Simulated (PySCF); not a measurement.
**Arsenic: a sound run and one with changed settings**

Sound run: As(2+) [Ar] 3d10 4s2 4p1, As(3+) [Ar] 3d10 4s2. Calculation: PySCF 2.14, in x2c-SVPall (5s4p3d, 32 functions); scalar relativity by spin-free X2C-1e. In the sound run the correlated levels freeze [Ar] 3d10. The sound run starts from symmetry-adapted Hartree-Fock orbitals and uses a fine grid where one is needed.

Changed run: the non-relativistic Hamiltonian (point nucleus). This setting is unsound on purpose.

```tsv
species	method	sound run (hartree)	changed run (hartree)	converged
As(2+)	UHF	-2257.61457	-2222.64570	yes
As(2+)	MN15	-2260.62958	-2225.67476	yes
As(2+)	M06-L	-2259.19765	-2224.22672	yes
As(2+)	MP2	-2257.64876	-2222.68048	yes
As(2+)	CCSD(T)	-2257.66464	-2222.69755	yes
As(3+)	UHF	-2256.60488	-2221.63708	yes
As(3+)	MN15	-2259.59209	-2224.63782	yes
As(3+)	M06-L	-2258.17555	-2223.20607	yes
As(3+)	MP2	-2256.63307	-2221.66600	yes
As(3+)	CCSD(T)	-2256.64526	-2221.67951	yes
```

Ionisation energy of As(2+):

| method | sound run (eV) | changed run (eV) |
| --- | --- | --- |
| UHF | 27.475 | 27.446 |
| MN15 | 28.232 | 28.217 |
| M06-L | 27.813 | 27.773 |
| MP2 | 27.638 | 27.605 |
| SCS-MP2 | 27.621 | 27.587 |
| CCSD | 27.726 | 27.689 |
| CCSD(T) | 27.739 | 27.702 |

Most of the change in total energy is the relativistic energy itself. On top of that the contraction fixes the core shape for the Hamiltonian it was made with, so the changed run is not a good calculation with the other Hamiltonian either.

For comparison, NIST gives 28.349 ± 0.012 eV between the lowest levels.
